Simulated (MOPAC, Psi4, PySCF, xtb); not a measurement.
Approach curve of the dimer H3Al ··· H3Al (SMILES [AlH3] and [AlH3]), singlet. Monomers: optimised at B3LYP-D3(BJ) (def2-TZVP), held rigid. Orientation: lowest of the rigid-body minima from ten starts at GFN2-xTB. Only R, the distance of the centres of mass, is varied, so the lowest point isn't the relaxed dimer.

Computed with: RKS-B3LYP/3-21G = restricted B3LYP/3-21G, no counterpoise correction (PySCF); PM3, restricted, heats of formation (MOPAC); GFN1-xTB (xtb); wB97X-D/def2-TZVP, counterpoise-corrected (Psi4).

Interaction energies in kcal/mol; the last columns give the difference from wB97X-D:

```
R / Å  RKS-B3LYP/3-21G     PM3  GFN1-xTB  wB97X-D/def2-TZVP  RKS-B3LYP/3-21G − wB97X-D/def2-TZVP  PM3 − wB97X-D/def2-TZVP  GFN1-xTB − wB97X-D/def2-TZVP
-----  ---------------  ------  --------  -----------------  -----------------------------------  -----------------------  ----------------------------
2.77              4.96  -13.70     -5.10              -2.07                                 7.03                   -11.64                         -3.04
2.97              1.59   -4.97     -7.77              -3.71                                 5.30                    -1.26                         -4.06
3.15             -0.03    0.01     -8.74              -4.26                                 4.23                     4.27                         -4.48
3.50             -1.37    3.21     -8.50              -4.18                                 2.81                     7.38                         -4.32
3.74             -1.60    3.42     -7.55              -3.68                                 2.08                     7.11                         -3.87
4.30             -1.44    1.84     -4.97              -2.14                                 0.71                     3.99                         -2.83
4.96             -0.93    0.65     -2.75              -0.96                                 0.03                     1.61                         -1.78
5.95             -0.31    0.07     -1.08              -0.32                                 0.02                     0.39                         -0.76
7.29             -0.05   -0.06     -0.31              -0.09                                 0.03                     0.03                         -0.22
```

RKS-B3LYP/3-21G is furthest from wB97X-D/def2-TZVP at 2.77 (7.03 kcal/mol, above); its mean absolute difference over the points is 2.47 kcal/mol.

PM3 is furthest from wB97X-D/def2-TZVP at 2.77 (-11.64 kcal/mol, below); its mean absolute difference over the points is 4.19 kcal/mol.

GFN1-xTB is furthest from wB97X-D/def2-TZVP at 3.15 (-4.48 kcal/mol, below); its mean absolute difference over the points is 2.82 kcal/mol.
